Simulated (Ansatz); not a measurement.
Ansatz (a program for electronic structure) input:
A basis named .json is the Basis Set Exchange file of that set.

Ansatz 0.2 input:
```yaml
crystal:
  periodic: [false, false, false]
  atoms:
    - {symbol: Lu, position_ang: [-0.09743925, -0.11788498, 0.23953664]}
    - {symbol: Cl, position_ang: [1.86653117, 0.25112236, -1.41453607]}
    - {symbol: Cl, position_ang: [-0.92082850, -1.11404642, 2.26368909]}
    - {symbol: Cl, position_ang: [-0.53875051, 1.35526721, -1.84957077]}
basis:
  gaussian:
    orbitals: def2-QZVPP.json
hamiltonian:
  xc: pbe
magnetization: {spin_polarized: true, initial_magnetization: 2}
correlation: {method: rpa, electrons: outside_noble_gas}
```

**Question.** Predict the final energy.

**Answer.** -2612.21511 Eh (RPA@PBE/def2-QZVPP). The basis has 348 functions.

The spin state was set by rule; other spins were not relaxed.
